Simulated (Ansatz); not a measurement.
Program: Ansatz. Geometries: PBE0-D4/def2-TZVP. ΔE: electronic, gas phase. CCSD(T)/CBS adds triple-zeta CCSD(T) − MP2 to the extrapolated MP2 energy (def2 sets, frozen cores). Functionals use def2-TZVPP. No spin–orbit coupling; open shells (•) take unrestricted orbitals. For Ge outer-core shells are correlated without core-valence functions, which leaves a few kJ/mol of doubt a bond. Scalar relativity is left out up to krypton. One conformer a species, not always the lowest.

Consider the isomerisation: `[NH2][GeH2][O]`• → `[NH][GeH2][OH]`•.

`[NH2][GeH2][O]`•:

Cartesian coordinates in Å:
```
N 1.143 -0.150 0.070
Ge -0.658 0.022 -0.097
O -1.482 -1.378 0.664
H 1.568 0.106 0.947
H 1.703 0.167 -0.706
H -0.975 0.068 -1.598
H -1.299 1.164 0.719
```

`[NH][GeH2][OH]`•:

Cartesian coordinates in Å:
```
N 0.621 1.378 -0.021
Ge 0.142 -0.420 -0.017
O -1.561 -0.484 0.465
H 1.636 1.474 -0.131
H 0.325 -0.956 -1.453
H 0.892 -1.260 1.027
H -2.055 0.268 0.129
```

| species | ωB97X-V energy (Eh) |
| --- | --- |
| `[NH2][GeH2][O]`• | -2209.15380 |
| `[NH][GeH2][OH]`• | -2209.16358 |

Task: Work out ΔE.

Result: ΔE = (-2209.16358) − (-2209.15380) = -0.00978 Eh = -6.1 kcal/mol. CCSD(T)/CBS gives -8.1 kcal/mol.

Largest T1 diagnostic among the species: 0.017.

From BLYP to BHLYP (50 % exact exchange), in def2-TZVPP and without D4, ΔE moves by +1.8 kcal/mol. In def2-TZVPP, CCSD(T) changes the Hartree–Fock value by −5.8 kcal/mol (the triples alone add −0.4 kcal/mol) and MP2 by −7.9 kcal/mol. At CCSD(T), def2-SVP lies +2.6 kcal/mol from the extrapolated value and def2-TZVPP +0.3 kcal/mol.
